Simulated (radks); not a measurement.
The numbers below are computed, except where a source is named.
Valence configurations of the nitrogen ion N+ (all share [He]). Level of theory: scalar-relativistic Kohn-Sham, PBEsol, spin-polarised, spherical densities, finite nucleus; open shells are filled with parallel spins first; Fermi nuclear charge, rms radius 2.5582 fm (a radial shooting solver on a logarithmic mesh with Libxc functionals). Energies are relative to 2s2 2p2; eigenvalues in eV for spin up.

valence      E (eV)  moment (Bohr magnetons)    e(2p)    e(2s)
2s2 2p2       0.000                        2  -21.960  -33.654
2s1.5 2p2.5   3.412                        3  -22.424  -34.168
2s1 2p3       5.489                        4  -22.696  -34.487
2s0.5 2p3.5  15.045                        3  -22.610  -34.383
2p4          23.388                        2  -22.268        -

NIST lists [He] 2s2 2p2 as the ground configuration; this level of theory agrees among the configurations tried. The energies are those of spherical high-spin densities, not of single terms.
